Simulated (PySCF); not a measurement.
HTe, SMILES [TeH], multiplicity 2. Geometry: PBE0-D3(BJ)/def2-TZVPD. The def2 effective core potentials stand for the cores of Te; spin–orbit coupling is left out.

Level of theory: PBE0-D3(BJ)/def2-TZVPD in PySCF.

Harmonic wavenumbers (cm⁻¹): 2157. Rotational constants (GHz): 183.7 (linear); symmetry number 1.

Q: Work out the zero-point energy and the ideal-gas rigid-rotor harmonic-oscillator thermochemistry at 298.15 K and 1 atm.

A: ZPE = ½ Σ hcν = ½ × 2157 cm⁻¹ = 12.90 kJ/mol. H − E(el) = 21.58 kJ/mol. Entropy in J/(mol K): translation 169.32, rotation 37.59, vibration 0.00, spin 5.76, total 212.68. G − E(el) = -41.83 kJ/mol. Cp = 29.13 J/(mol K).
